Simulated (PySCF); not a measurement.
# How methods differ on the ionisation energy of Ti(2+)

Ti(2+) [Ar] 3d2 (3F) → Ti(3+) [Ar] 3d1 (2D), as a difference of total energies. All numbers are calculated (PySCF 2.14, the non-relativistic Hamiltonian (point nucleus), in dyall-av2z (16s12p7d2f, 101 functions)). Correlated levels: valence: [Ar] frozen; virtual orbitals above 40 to 60 times the deepest correlated orbital energy dropped. The calculations carry no spin-orbit coupling.

Question: Order these methods by the ionisation energy they give, lowest first.
A. wB97X-V
B. B3LYP
C. MP2 (valence)
D. PW91

Answer: C (26.852 eV), A (27.733 eV), B (28.115 eV), D (28.179 eV).

These non-relativistic numbers lack the scalar-relativistic shift.

Errors of the correlated levels include the incompleteness of this basis and the frozen core.

For comparison: 27.492 eV (measured; NIST Atomic Spectra Database, ionization energies).
